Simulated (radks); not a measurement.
Task: The mean radii <r> (bohr) of the occupied orbitals of an atom or ion are listed with their occupations. Method: non-relativistic Kohn-Sham, OLYP, spin-polarised, spherical densities, point nucleus; computed with a radial shooting solver on a logarithmic mesh with Libxc functionals.

orbital  occ.     <r>
1s          2  0.1205
2s          2  0.6256
2p          6  0.6011
3s          2   2.401

Name the element and its charge. Open shells, if any, are filled with parallel spins first.

Result: Z = 13, aluminium, charge +1: Al+ in [Ne] 3s2. The 1s radius gives Z: for a bare nucleus <r> = 1.5/Z, 0.1154 bohr for Z = 13, and screening makes it slightly larger (0.1205 here). The occupations add up to 12, and the charge is Z minus that.
